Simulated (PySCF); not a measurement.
F4Se, SMILES F[Se-](F)(F)F, charge -1, multiplicity 2.

Geometry optimised at TPSSh-D3(BJ)/def2-SVPD.

Two levels are set side by side: PBE/def2-SVPD (PySCF) and B3LYP/def2-SVPD (PySCF). Same geometry, gas phase. Differences are taken from unrounded values.

| quantity | B3LYP |
|---|---|
| α-spin orbital gap (eV) | 3.44 |
| β-spin orbital gap (eV) | 6.30 |
| mean polarisability (bohr³) | 48.0 |

Q: What does PBE give, and how far is it from B3LYP? (Estimate from the structure and the level; the computed values follow.)

A: 
```csv
quantity,PBE,PBE minus B3LYP
α-spin orbital gap (eV),1.77,-1.67
β-spin orbital gap (eV),4.48,-1.81
mean polarisability (bohr³),51.7,3.6
```

PBE's more diffuse valence density responds more strongly to a field. Differences between two approximate levels are no errors against the true value.

Rough cost on one machine, each run with all the roots and properties that it gave: B3LYP against PBE within a factor of 2.
